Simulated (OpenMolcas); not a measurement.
## Rh4+: effect of the IPEA shift

| Item | Value |
| --- | --- |
| Program | OpenMolcas |
| Basis | ANO-RCC-VTZP [7s6p4d2f1g] |
| Scalar Hamiltonian | DKH2, point nucleus |
| Active space | 5 electrons in 10 orbitals (4d 5d) |
| State averaging | 2S+1 = 6 even, 1 root; 2S+1 = 4 even, 24 roots; 2S+1 = 2 even, 67 roots |
| Spin-orbit coupling | state interaction with AMFI integrals over the reference wave functions, term energies averaged over their components |

Methods on the same reference wave functions:
A. CASSCF
B. MS-CASPT2, IPEA 0 Eh, imaginary shift 0.1 Eh (closed shells correlated: 4s 4p)
C. MS-CASPT2, IPEA 0.25 Eh, imaginary shift 0.1 Eh (closed shells correlated: 4s 4p)

Energies in cm⁻¹ above 4d⁵ ⁶S_5/2.

```tsv
Level	A	B	C
4d⁵ ⁶S_5/2	0.0	0.0	0.0
4d⁵ ⁴G_5/2	29579	26390	26530
4d⁵ ⁴G_7/2	29920	26780	26910
4d⁵ ⁴G_11/2	30071	26970	27100
4d⁵ ⁴G_9/2	30135	27030	27160
4d⁵ ⁴P_5/2 [53 %]	33184	28870	29120
4d⁵ ⁴P_3/2 [57 %]	33766	29470	29710
4d⁵ ⁴P_1/2 [69 %]	34557	30420	30660
4d⁵ ⁴D_7/2	36825	31780	32030
4d⁵ ⁴D_1/2 [70 %]	37721	32940	33180
4d⁵ ⁴D_5/2 [57 %]	38270	33580	33840
4d⁵ ⁴D_3/2 [56 %]	38301	33670	33910
4d⁵ ²I_11/2	42679	39090	39400
4d⁵ ²I_13/2	43398	39880	40180
4d⁵ ²D_3/2(1) [54 %]	47931	42160	42570
4d⁵ ⁴F_7/2 [57 %]	49100	43210	43540
4d⁵ ⁴F_9/2 [73 %]	49215	43380	43640
4d⁵ ⁴F_5/2	49983	44240	44490
4d⁵ ²F_7/2(1) [60 %]	50940	45550	45970
4d⁵ ⁴F_3/2 [54 %]	51601	45850	46200
4d⁵ ²H_11/2	54227	49610	50000
4d⁵ ²G_7/2(1)	54627	48120	48640
4d⁵ ²F_5/2(2) [73 %]	58447	50900	51450
4d⁵ ²F_7/2(2)	58606	51150	51640
```

Between B and C the level of the table that moves most is 4d⁵ ²F_5/2(2) [73 %], by 540 cm-1 (lowest in B, highest in C). Moves below CASPT2's spread within the term are not significant.

From A to B the spin-free energies of the other terms of 4d⁵ shown, above ⁶S, scale by factors of 0.86 to 0.92, as is usual when dynamic correlation screens the repulsion within a d or f shell.

The lowest spin-free term lies below A's lowest term by 0.362 hartree in B, 0.352 hartree in C.

Term energies are means over components that CASPT2 splits; among the terms shown or strongly mixed into the levels shown the widest spread is 590 cm-1 (4d⁵ ⁴F, C). Active for correlation alone: 5d; no level in the range computed is led by a configuration that fills it, so any true level of that kind is missing. Without dynamic correlation excited terms often stand tens of per cent too high (terms of higher spin than the ground term too low), and those without a measured partner can miss by more than the paired ones (holds for A). The CASPT2 spread within a term exceeds the gap to the next term for 4d⁵ ²D(1) and 4d⁵ ⁴F, so the order of their levels is uncertain, and so are names and mixing where such terms share a J (holds for C). Levels of configurations outside the active space are missing. Levels that lie high or do not pair safely by name in every column are left out.

A share in square brackets marks a mixed level and gives the weight of the term that names it, the lowest over the columns. A number in round brackets counts repeated terms of one configuration in the order of the reference energies.
